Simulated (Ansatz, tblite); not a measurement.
Isomers of Re2Te3 (singlet), found by a short tight-binding search and relaxed with PBE-D4/def2-SVP in Ansatz.

In the def2 sets Re, Te take a core potential; there is no spin–orbit coupling. The xTB rows come from tblite. HSE06 is defined as in plane-wave codes, on full-range PBE exchange.

Run but left out: HF/def2-SVP, MP2/def2-SVP, CCSD/def2-SVP, CCSD(T)/def2-SVP (flagged by the program: other amplitudes); HF/def2-TZVP, MP2/def2-TZVP (A: restricted singlet, unstable towards broken spin symmetry).

A: The restricted singlet is unstable towards broken spin symmetry in Hartree–Fock (as tested in another run); at PBE-D4/def2-SVP, PBE-D4/def2-TZVP, r2SCAN-D4/def2-TZVP, PBE0-D4/def2-SVP and others this wasn't settled. B: The restricted singlet is unstable towards broken spin symmetry in Hartree–Fock (as tested in another run); at PBE-D4/def2-SVP, PBE-D4/def2-TZVP, r2SCAN-D4/def2-TZVP, PBE0-D4/def2-SVP and others this wasn't settled. C: The restricted singlet is unstable towards broken spin symmetry in Hartree–Fock (as tested in another run); at PBE-D4/def2-SVP, PBE-D4/def2-TZVP, r2SCAN-D4/def2-TZVP, PBE0-D4/def2-SVP and others this wasn't settled.

Other spin states weren't relaxed.

A:

```xyz
5

Re    1.5365   -0.6903    0.2809
Re   -1.5364    0.6903   -0.2812
Te    0.0248   -0.6961   -1.8452
Te    0.7329    1.7893    0.3885
Te   -0.7577   -1.0931    1.4569
```

B:

Cartesian coordinates in Å:
```
Re 0.2580 1.2453 -0.3665
Re -1.0435 -0.0441 0.8130
Te 0.9868 -0.3231 -2.2088
Te 0.7163 1.3315 2.2456
Te -0.9176 -2.2096 -0.4833
```

C:

```csv
atom,x (Å),y (Å),z (Å)
Re1,0.987,-0.452,-0.254
Re2,-1.053,0.352,0.085
Te3,-1.646,-0.197,2.438
Te4,-0.813,-1.206,-2.027
Te5,2.525,1.503,-0.242
```

Question: Estimate their order by electronic energy at PBE0-D4/def2-TZVP, counted from the lowest.

Answer: B (0.0) < C (22.1) < A (303.9), in kJ/mol.

Question: Do the other levels pick the same lowest one?

Answer: Not GFN1-xTB, GFN2-xTB. Energies above each level's lowest (kJ/mol):

| level | A | B | C |
| --- | --- | --- | --- |
| GFN1-xTB | 310.6 | 11.8 | 0.0 |
| GFN2-xTB | 169.7 | 38.0 | 0.0 |
| PBE-D4/def2-SVP | 285.0 | 0.0 | 21.4 |
| PBE-D4/def2-TZVP | 284.3 | 0.0 | 21.6 |
| r2SCAN-D4/def2-TZVP | 305.2 | 0.0 | 12.2 |
| PBE0-D4/def2-SVP | 301.2 | 0.0 | 22.6 |
| PBE0-D4/def2-TZVP | 303.9 | 0.0 | 22.1 |
| r2SCAN0-D4/def2-TZVP | 315.4 | 0.0 | 15.5 |
| HSE06-D4/def2-TZVP | 300.1 | 0.0 | 21.9 |
Point groups (tolerance 0.1 Å): A D3h, B Cs, C C2. Lower isomers may exist.
